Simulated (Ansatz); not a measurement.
`C[BH][ZnH]`, charge 0, multiplicity 1.

Problem. Give a relaxed structure at PBE0-D4/def2-TZVP (Ansatz). (Best estimate.)

Solution. Ansatz gave: 
```xyz
8

C    -0.0226    1.1784   -0.2071
B     0.2383   -0.3329   -0.4700
Zn   -0.0373   -1.8744    0.9106
H    -0.0612    1.5082    0.8318
H     0.6038    1.8579   -0.7929
H    -1.0436    1.3122   -0.6126
H     0.5595   -0.6147   -1.5974
H    -0.2370   -3.0348    1.9376
```
